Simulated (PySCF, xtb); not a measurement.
CH12Si5, SMILES [SiH2]1[Si]([SiH2]C1)([SiH3])[SiH3].

Harmonic wavenumbers (cm⁻¹) from GFN2-xTB in xtb 6.7.1 at its own minimum, in rising order: 19, 30, 37, 71, 85, 90, 101, 256, 318, 325, 330, 335, 383, 384, 387, 425, 473, 492, 504, 509, 555, 606, 654, 720, 729, 751, 785, 809, 819, 822, 825, 831, 832, 976, 1117, 1480, 2169, 2175, 2189, 2192, 2216, 2220, 2227, 2231, 2234, 2238, 2983, 2999.

### Question
What does B3LYP-D3(BJ)/def2-SVP (PySCF) give at its own minimum? (Estimate from the structure and the level; the computed values follow.)

### Answer
54, 79, 81, 85, 89, 106, 119, 254, 321, 373, 410, 444, 462, 470, 499, 520, 544, 583, 590, 596, 645, 651, 705, 777, 831, 866, 900, 931, 941, 943, 944, 947, 952, 970, 1010, 1374, 2196, 2197, 2201, 2205, 2208, 2209, 2210, 2211, 2214, 2217, 3048, 3120. Paired by order, the mean absolute difference is 62 cm⁻¹ and the zero-point energies are 67.1 and 70.5 kcal/mol.
